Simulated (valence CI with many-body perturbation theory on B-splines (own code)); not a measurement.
**Level structure of Ru¹¹⁺**

Computed by configuration interaction combined with many-body perturbation theory (CI+MBPT): five valence electrons over a frozen Dirac-Fock core [Ar] 3d10, a basis of 9 s, 9 p, 8 d, 6 f, 3 g, 1 h functions for each j, with the one-electron correlation potential Σ1, the two-electron term Σ2, the three-electron term Σ3, Breit, model QED; selected CI, second order for the rest, scaled by the run's own slope (own B-spline code, finite nucleus).

No measured spectrum was set against this ion. As an estimate, levels hold to about 250 cm⁻¹ or 0.2 % of their energy and the worst to 1 %, as in measured heavy ions of charge 2 to 7; those with d or f electrons hold less well. Among the levels kept, up to 630 cm⁻¹ of a level comes from second order outside the variational space, and about a tenth of that is noise between levels of different J, which matters for small intervals.

Levels 1 to 45 of 48, with energies above the lowest level, 4s2.4p3 4S°_3/2. "Leading %" is the weight of the configuration and term that name the level; weights of strongly mixed levels are sums over their largest components and can fall short. In the jj column 3d3/2^4 stands for four electrons in 3d with j = 3/2.

| No. | Configuration | Term | J | E (cm⁻¹) | Leading % | Leading jj | g |
| --- | --- | --- | --- | --- | --- | --- | --- |
| 1 | 4s2.4p3 | 4S° | 3/2 | 0 | 74 | 4s^2 4p1/2^2 4p3/2 (69 %) | 1.804 |
| 2 | 4s2.4p3 | 2D° | 3/2 | 32352 | 67 | 4s^2 4p1/2 4p3/2^2 (73 %) | 1.081 |
| 3 | 4s2.4p3 | 2D° | 5/2 | 44089 | 97 | 4s^2 4p1/2 4p3/2^2 (97 %) | 1.200 |
| 4 | 4s2.4p3 | 2P° | 1/2 | 66247 | 97 | 4s^2 4p1/2 4p3/2^2 (97 %) | 0.665 |
| 5 | 4s2.4p3 | 2P° | 3/2 | 89572 | 67 | 4s^2 4p3/2^3 (91 %) | 1.248 |
| 6 | 4s.4p4 | 4P | 5/2 | 263590 | 87 | 4s 4p1/2^2 4p3/2^2 (80 %) | 1.575 |
| 7 | 4s.4p4 | 4P | 3/2 | 284480 | 87 | 4s 4p1/2 4p3/2^3 (66 %) | 1.689 |
| 8 | 4s.4p4 | 4P | 1/2 | 289770 | 83 | 4s 4p1/2^2 4p3/2^2 (45 %) | 2.604 |
| 9 | 4s.4p4 | 2D | 3/2 | 324590 | 74 | 4s 4p1/2 4p3/2^3 (48 %) | 0.888 |
| 10 | 4s.4p4 | 2D | 5/2 | 332370 | 80 | 4s 4p1/2 4p3/2^3 (75 %) | 1.224 |
| 11 | 4s.4p4 | 2S | 1/2 | 367480 | 50 | 4s 4p1/2^2 4p3/2^2 (42 %) | 1.551 |
| 12 | 4s.4p4 | 2P | 3/2 | 373360 | 61 | 4s 4p1/2 4p3/2^3 (53 %) | 1.285 |
| 13 | 4s.4p4 | 2P | 1/2 | 405370 | 39 | 4s 4p3/2^4 (52 %) | 1.153 |
| 14 | 4s2.4p2.4d | 4F | 3/2 | 410300 | 77 | 4s^2 4p1/2^2 4d3/2 (66 %) | 0.532 |
| 15 | 4s2.4p2.4d | 4F | 5/2 | 419370 | 66 | 4s^2 4p1/2^2 4d5/2 (52 %) | 1.114 |
| 16 | 4s2.4p2.4d | 2F | 5/2 | 432620 | 67 | 4s^2 4p1/2 4p3/2 4d3/2 (80 %) | 0.954 |
| 17 | 4s2.4p2.4d | 4F | 7/2 | 434430 | 81 | 4s^2 4p1/2 4p3/2 4d5/2 (74 %) | 1.255 |
| 18 | 4s2.4p2.4d | 4D | 1/2 | 438690 | 90 | 4s^2 4p1/2 4p3/2 4d3/2 (81 %) | 0.060 |
| 19 | 4s2.4p2.4d | 4D | 3/2 | 440420 | 74 | 4s^2 4p1/2 4p3/2 4d3/2 (64 %) | 1.102 |
| 20 | 4s2.4p2.4d | 2F | 7/2 | 441030 | 50 | 4s^2 4p1/2 4p3/2 4d5/2 (46 %) | 1.241 |
| 21 | 4s2.4p2.4d | 4F | 9/2 | 446640 | 80 | 4s^2 4p1/2 4p3/2 4d5/2 (73 %) | 1.294 |
| 22 | 4s2.4p2.4d | 4D | 5/2 | 451820 | 54 | 4s^2 4p1/2 4p3/2 4d5/2 (63 %) | 1.200 |
| 23 | 4s2.4p2.4d | 2P | 3/2 | 468370 | 59 | 4s^2 4p1/2 4p3/2 4d5/2 (57 %) | 1.273 |
| 24 | 4s2.4p2.4d | 4D | 7/2 | 471490 | 38 | 4s^2 4p3/2^2 4d5/2 (51 %) | 1.198 |
| 25 | 4s2.4p2.4d | 2G | 7/2 | 483230 | 61 | 4s^2 4p3/2^2 4d5/2 (46 %) | 1.009 |
| 26 | 4s2.4p2.4d | 4P | 5/2 | 488320 | 73 | 4s^2 4p1/2 4p3/2 4d5/2 (48 %) | 1.527 |
| 27 | 4s2.4p2.4d | 2G | 9/2 | 491340 | 80 | 4s^2 4p3/2^2 4d5/2 (73 %) | 1.150 |
| 28 | 4s2.4p2.4d | 2P | 1/2 | 491620 | 45 | 4s^2 4p1/2 4p3/2 4d3/2 (47 %) | 1.397 |
| 29 | 4s2.4p2.4d | 4P | 3/2 | 492630 | 54 | 4s^2 4p1/2 4p3/2 4d3/2 (43 %) | 1.439 |
| 30 | 4s2.4p2.4d | 4P | 1/2 | 502190 | 51 | 4s^2 4p3/2^2 4d3/2 (48 %) | 1.787 |
| 31 | 4s2.4p2.4d | 2D | 3/2 | 502370 | 65 | 4s^2 4p1/2 4p3/2 4d5/2 (39 %) | 1.032 |
| 32 | 4s2.4p2.4d | 2D | 5/2 | 516660 | 78 | 4s^2 4p1/2 4p3/2 4d5/2 (33 %) | 1.203 |
| 33 | 4s2.4p2.4d | 2D | 3/2 | 524820 | 71 | 4s^2 4p3/2^2 4d3/2 (54 %) | 0.920 |
| 34 | 4s2.4p2.4d | 2P | 1/2 | 529760 | 77 | 4s^2 4p1/2 4p3/2 4d5/2 (75 %) | 0.915 |
| 35 | 4s2.4p2.4d | 2D | 5/2 | 532070 | 77 | 4s^2 4p3/2^2 4d5/2 (70 %) | 1.163 |
| 36 | 4s2.4p2.4d | 2F | 5/2 | 537030 | 48 | 4s^2 4p1/2 4p3/2 4d3/2 (36 %) | 1.051 |
| 37 | 4s2.4p2.4d | 2S | 1/2 | 549460 | 60 | 4s^2 4p3/2^2 4d3/2 (34 %) | 1.868 |
| 38 | 4s2.4p2.4d | 2F | 7/2 | 550740 | 93 | 4s^2 4p3/2^2 4d3/2 (50 %) | 1.137 |
| 39 | 4s2.4p2.4d | 2P | 3/2 | 551050 | 76 | 4s^2 4p3/2^2 4d5/2 (57 %) | 1.275 |
| 40 | 4s2.4p2.4d | 2D | 3/2 | 573520 | 91 | 4s^2 4p3/2^2 4d3/2 (51 %) | 0.828 |
| 41 | 4s2.4p2.4d | 2D | 5/2 | 576920 | 62 | 4s^2 4p3/2^2 4d5/2 (69 %) | 1.100 |
| 42 | 4p5 | 2P° | 3/2 | 604630 | 71 | 4p1/2^2 4p3/2^3 (71 %) | 1.333 |
| 43 | 4s.4p3.4d | 6D° | 1/2 | 631110 | 93 | 4s 4p1/2 4p3/2^2 4d3/2 (46 %) | 3.268 |
| 44 | 4s.4p3.4d | 6D° | 3/2 | 631860 | 94 | 4s 4p1/2 4p3/2^2 4d3/2 (42 %) | 1.843 |
| 45 | 4s.4p3.4d | 6D° | 5/2 | 632600 | 92 | 4s 4p1/2 4p3/2^2 4d3/2 (32 %) | 1.632 |

Names give the largest LS component (configuration and term), which can be under half, so a name can repeat, a term be missing and a line seem to break the LS rules; names also repeat where a configuration has a term twice.

The ionisation energy to 4s2.4p2 3P_0 of the next ion comes out as 245.8 eV (NIST: 245 ± 2.5 eV (theoretical)). All 48 levels together are meant to be complete up to 659180 cm⁻¹.
